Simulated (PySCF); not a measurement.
Computed shifts of a molecule C2H7BClN, PBE/pcSseg-1 (PySCF), GIAO, gas phase, atoms alike by connectivity averaged where their shifts nearly agree, in ppm (number of nuclei): ¹³C: 20.2 (1), 13.7 (1). ¹H: 4.38 (1), 4.24 (1), 1.64 (2), 1.46 (3). ¹⁵N: 113.7 (1). References: ¹¹B against BF3 (σ = 83.9 ppm); ³⁵Cl against HCl (σ = 936.5 ppm); ¹³C against TMS (σ = 182.0 ppm); ¹H against TMS (σ = 31.49 ppm); ¹⁵N against NH3 (σ = 267.0 ppm), references at their B3LYP-D3(BJ)/def2-TZVP geometries, non-relativistic (without spin–orbit terms, shifts of atoms bonded to Cl or Br come out too high). Coordinates come from a PBE-D3(BJ)/def2-SVP optimisation. Other conformers were not sampled.

Q: Which structure fits?
A) CN(C)BCl
B) CCB(N)Cl
C) CNB(C)Cl

A: B, CCB(N)Cl
